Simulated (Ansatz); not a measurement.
Input for Ansatz (a first-principles code): R-CAM-B3LYP/def2-TZVPPD on GeH4 (SMILES [GeH4]) with ghost functions. Files ending in .json are basis or fitting sets from the Basis Set Exchange.

Ansatz 0.2 input:
```yaml
crystal:
  periodic: [false, false, false]
  atoms:
    - {symbol: Ge, position_ang: [-0.09412367, 0.07716543, 3.72297272]}
    - {symbol: H, position_ang: [0.10076402, -1.43928620, 3.83299942]}
    - {symbol: H, position_ang: [-1.32903427, 0.39246251, 2.86393033]}
    - {symbol: H, position_ang: [1.14780222, 0.74396510, 3.11996314]}
    - {symbol: H, position_ang: [-0.33330187, 0.65326507, 5.13292620]}
basis:
  gaussian:
    orbitals: def2-TZVPPD.json
    ghost_atoms:
      - {symbol: C, position_ang: [0.35853575, 0.16298579, -0.04924378]}
      - {symbol: O, position_ang: [0.30316989, -1.01430710, 0.74658696]}
      - {symbol: H, position_ang: [0.23727688, -0.05768253, -1.11469419]}
      - {symbol: H, position_ang: [1.34422351, 0.59901340, 0.10437426]}
      - {symbol: H, position_ang: [-0.39573701, 0.89756779, 0.25229461]}
      - {symbol: H, position_ang: [-0.56022166, -1.42439580, 0.63417151]}
hamiltonian:
  xc: {name: CAM-B3LYP}
scf: {lower_state_search: off}
```

The head of its log:

```
Functional definition: CAM-B3LYP
[...]
these checks for a lower state are left out or cut short: stability, starts, cluster_reference, orbital_swaps, neighbouring_geometries, increment
integrals: 0.24 GiB planned
1196 factors; their error is unknown
integrals: 0.27 GiB planned
410 factors; integrals over basis functions are off by at most 2.0e-5 eV
mean field: 1.82 GiB planned
mean field evaluation 1: about -56585.8934 eV, gradient 1.7e1 eV
mean field evaluation 2: about -56585.9483 eV, gradient 1.7e1 eV
```

**Question.** Give the final energy of this run.

**Answer.** -2079.5073 hartree.
